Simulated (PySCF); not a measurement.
## Working out the ionisation energy of Co(10+)

Co(10+) [Ne] 3s2 3p5 (2P) → Co(11+) [Ne] 3s2 3p4 (3P). Computed with PySCF 2.14 in an uncontracted even-tempered set (19 s from 0.49 bohr⁻², ratio 2.5; 12 p from 0.64 bohr⁻², ratio 2.5; 5 d from 5 bohr⁻², ratio 2.7; 4 f from 7.4 bohr⁻², ratio 2.7), with scalar relativity by spin-free X2C-1e. Frozen: 1s2; the 22 highest virtual orbitals dropped. Energies in hartree (1 hartree = 27.21139 eV):

| part | Co(10+) (lower) | Co(11+) (upper) |
| --- | --- | --- |
| UHF | -1354.138626 | -1342.973028 |
| CCSD correlation | -0.562041 | -0.530690 |
| (T) | -0.003447 | -0.003309 |

What does Hartree-Fock give?

(-1342.973028) − (-1354.138626) = 11.165598 hartree = 303.831 eV.

What do CCSD and CCSD(T) give?

The CCSD correlation energies differ by 0.031351 hartree = 0.853 eV and the triples by 0.000138 hartree = 0.004 eV, so CCSD gives 304.684 eV and CCSD(T) 304.688 eV.

A first-order spin-orbit estimate adds -0.035 eV to CCSD(T) (outer shells), giving 304.653 eV against 305.32 ± 0.23 eV (semi-empirical (NIST evaluation); NIST Atomic Spectra Database, ionization energies).

What remains against the reference includes basis incompleteness, the frozen core and higher excitations.
